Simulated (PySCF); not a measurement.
**Correlation energy of P²⁺ (phosphorus, charge +2)**

[Ne] 3s2 3p1, 2P determinant. All numbers are calculated (PySCF 2.14, no relativity, point nucleus, in def2-QZVPPD). Frozen: [Ne]; 3 electrons correlated.

```json
{"level": "CCSD", "correlation energy (mhartree)": "-66.81"}
{"level": "(T)", "correlation energy (mhartree)": "-1.16"}
{"level": "CCSD(T)", "correlation energy (mhartree)": "-67.97"}
```

Diagnostics: T1 = 0.012, D1 = 0.0275, largest double amplitude 0.108.

Cost of the coupled-cluster step: of the order of 6 core-seconds, for 3 correlated electrons.

Iterations:

```
CC2 = 0
CCSD nocc = (np.int64(2), np.int64(1)), nmo = (71, 71)
frozen orbitals [[0, 1, 2, 3, 4], [0, 1, 2, 3, 4]]
max_cycle = 100
direct = 0
conv_tol = 1e-08
conv_tol_normt = 1e-06
diis_space = 8
diis_start_cycle = 0
Init t2, MP2 energy = -0.0492400181513851
Init E_corr(UCCSD) = -0.0492400181587613
cycle = 1  E_corr(UCCSD) = -0.0598597176360184  dE = -0.0106196995  norm(t1,t2) = 0.0499118
cycle = 2  E_corr(UCCSD) = -0.0638070788701108  dE = -0.00394736123  norm(t1,t2) = 0.0220349
cycle = 3  E_corr(UCCSD) = -0.0668138457604488  dE = -0.00300676689  norm(t1,t2) = 0.0104269
cycle = 4  E_corr(UCCSD) = -0.066792041776347  dE = 2.18039841e-05  norm(t1,t2) = 0.00125874
cycle = 5  E_corr(UCCSD) = -0.0668163427429919  dE = -2.43009666e-05  norm(t1,t2) = 0.000153296
cycle = 6  E_corr(UCCSD) = -0.0668077975398309  dE = 8.54520316e-06  norm(t1,t2) = 2.9502e-05
cycle = 7  E_corr(UCCSD) = -0.0668111359386603  dE = -3.33839883e-06  norm(t1,t2) = 9.95039e-06
cycle = 8  E_corr(UCCSD) = -0.0668103543203836  dE = 7.81618277e-07  norm(t1,t2) = 2.67419e-06
cycle = 9  E_corr(UCCSD) = -0.0668103625614097  dE = -8.24102613e-09  norm(t1,t2) = 2.56195e-07
UCCSD converged
E(UCCSD) = -339.7173916236146  E_corr = -0.06681036256140972
UCCSD(T) correction = -0.00115927982918078
```
